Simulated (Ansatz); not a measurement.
C3H4F4O, SMILES `FCOCC(F)(F)F`, relaxed with RKS PBE0-D4/def2-TZVP in Ansatz from a PBE-D4/def2-SVP geometry. The force threshold is 0.005 eV/Å; the program also tests the step.

Charge 0, multiplicity 1.

Start:

```xyz
12

F    -0.815    2.257    0.876
C    -1.249    1.204    0.087
O    -0.240    0.777   -0.768
C     0.833    0.108   -0.133
C     0.640   -1.406   -0.129
F    -0.468   -1.768    0.568
F     0.515   -1.900   -1.375
F     1.707   -1.999    0.456
H    -1.592    0.396    0.773
H    -2.076    1.556   -0.565
H     1.758    0.324   -0.703
H     0.987    0.452    0.912
```

(1) How much energy does the relaxation release, and in how many steps? (An estimate is asked.)

(2) Which bonds change most? (An estimate is asked.)

(3) Give the relaxed structure. (Estimate.)

## Answers

(1) The calculation gave: 5.58 kJ/mol, in 8 steps.

(2) Computed: C2–H10 from 1.110 to 1.090 Å; C2–H9 from 1.115 to 1.095 Å; C5–F6 from 1.358 to 1.340 Å; C4–H12 from 1.111 to 1.093 Å.

(3) Computed: 
```xyz
12

F    -0.792    2.322    0.772
C    -1.242    1.211    0.094
O    -0.264    0.735   -0.747
C     0.812    0.093   -0.114
C     0.647   -1.413   -0.146
F    -0.457   -1.807    0.504
F     0.564   -1.880   -1.391
F     1.697   -1.994    0.445
H    -1.540    0.477    0.849
H    -2.081    1.511   -0.534
H     1.726    0.338   -0.657
H     0.931    0.408    0.926
```
